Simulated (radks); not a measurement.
Effect of the nuclear size on the iron ion Fe24+, [He]. All-electron calculation, Dirac Kohn-Sham, BLYP, spin-unpolarised, spherical densities, finite nucleus; Fermi nuclear charge, rms radius 3.7377 fm. Program: a radial shooting solver on a logarithmic mesh with Libxc functionals. The rms radius is varied about that value; shifts are against it.

rms radius (fm)	total energy shift (eV)	density at nucleus (e/bohr^3)	1s1/2 shift (meV)	2s1/2 (empty) shift (meV)	2p1/2 (empty) shift (meV)
2.9976	-0.0362	1.393e+04	-17.3	-2.22	-0.104
3.3751	-0.0187	1.386e+04	-8.92	-1.15	-0.054
3.7377	0	1.379e+04	0.000	0.000	0.000
3.8536	0.00636	1.378e+04	3.03	0.390	0.018
4.5974	0.0516	1.367e+04	24.6	3.16	0.148

Slopes of the eigenvalues against <r^2> in GHz/fm^2, as finite differences over the two radii next to the reference (eigenvalue slopes, not the field-shift constants of lines): 1s1/2 835, 2s1/2 (empty) 107, 2p1/2 (empty) 5.02.
